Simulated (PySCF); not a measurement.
**Ionisation energy of Cr²⁺ by level of theory**

Cr²⁺ [Ar] 3d4 (5D) → Cr³⁺ [Ar] 3d3 (4F), as a difference of total energies. All numbers are calculated (PySCF 2.14, the non-relativistic Hamiltonian (point nucleus), in aug-cc-pVTZ). Correlated levels: valence: [Ar] frozen. The calculations carry no spin-orbit coupling.

Question: Order these methods by the ionisation energy they give, lowest first.
A. revPBE
B. MP2 (valence)
C. M06-2X
D. B2PLYP

Answer: B (30.529 eV), D (31.041 eV), C (31.256 eV), A (31.568 eV).

A first-order spin-orbit estimate (lowest level to lowest level, LS coupling) adds -0.025 eV.

These non-relativistic numbers lack the scalar-relativistic shift.

Errors of the correlated levels include the incompleteness of this basis and the frozen core.

For comparison: 30.959 ± 0.025 eV (measured; NIST Atomic Spectra Database, ionization energies).
